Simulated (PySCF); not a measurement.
Electron correlation in Pb (lead, neutral)

[Xe] 4f14 5d10 6s2 6p1 6d1, one real determinant (an excited configuration). All numbers are calculated (PySCF 2.14, scalar relativity through the core potential, in aug-cc-pVQZ-PP with ECP60MDF (7s7p5d3f2g, 92 functions)). Frozen: 5s2 5p6 5d10; 4 electrons correlated.

MP2 pair energies summed by pair of shells (mhartree):

```
 pair  energy  share (%)
6s-6s  -16.64       45.8
6s-6p  -12.78       35.2
6s-6d   -5.01       13.8
6p-6d   -1.91        5.2
```

Total MP2 correlation energy: -36.34 mhartree.

Same-spin part -5.86 and opposite-spin part -30.48 mhartree; SCS-MP2 scales them by 1/3 and 6/5 to -38.53 mhartree.

The reference is one real determinant that mixes LS terms of this configuration.
